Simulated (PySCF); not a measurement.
³³S chemical shifts

Computed data (PySCF): coordinates at the GFN2-xTB level, σ from GIAO-PBE0/pcSseg-1. In vacuum, non-relativistic, equivalent nuclei averaged, single conformer.

Shieldings were converted by a linear fit to measured shifts: ³³S: δ = 158.28 − 0.937σ (rms 33.3 ppm, 20 shifts vs sulfate, solution or neat liquid). Occasional misses reach two or three times the rms, and more in compound classes unlike the fitted ones.

**Question.** Give the ³³S shifts of `c1cc2sccc2s1`, `CSCOC1CC1`, `O=C[C@@H]1CS[SiH2]S1`, `CS[C@H](C)C(C)=O`, `CSc1cc(F)nnc1C`, `C/C=C(/[SiH2]F)SC`, `C=CCC[S@@](C)=O`, `C=CCC[S@@](C)=O`.

**Answer.** 
```tsv
compound	environment	δ (ppm)
c1cc2sccc2s1	aromatic ring sulfur (×2)	-146
CSCOC1CC1	sulfide sulfur	-337
[O:1]=[CH:2][C@@H:3]1[CH2:4][S:5][SiH2:6][S:7]1	S7: sulfur bonded to C, Si, in a 5-membered ring	-426
[O:1]=[CH:2][C@@H:3]1[CH2:4][S:5][SiH2:6][S:7]1	S5: sulfur bonded to C, Si, in a 5-membered ring	-451
CS[C@H](C)C(C)=O	sulfide sulfur	-306
CSc1cc(F)nnc1C	sulfide sulfur	-304
C/C=C(/[SiH2]F)SC	sulfide sulfur	-305
C=CCC[S@@](C)=O	sulfoxide sulfur	-27
C=CCC[S@@](C)=O	sulfoxide sulfur	-27
```

**Question.** Match the shifts -14, -146, -306, -347, -524 ppm to `c1cc2sccc2s1`, `C=C(F)[S@](C)=O`, `C[C@@H]1[SiH2]SC[C@H]1F`, `C=Cn1nc(C)c(SC)n1`, `CS[C@H](C)C(C)=O`.

**Answer.** -14: C=C(F)[S@](C)=O (sulfoxide sulfur); -146: c1cc2sccc2s1 (aromatic ring sulfur); -306: CS[C@H](C)C(C)=O (sulfide sulfur); -347: C=Cn1nc(C)c(SC)n1 (sulfide sulfur); -524: C[C@@H]1[SiH2]SC[C@H]1F (sulfur bonded to C, Si, in a 5-membered ring).
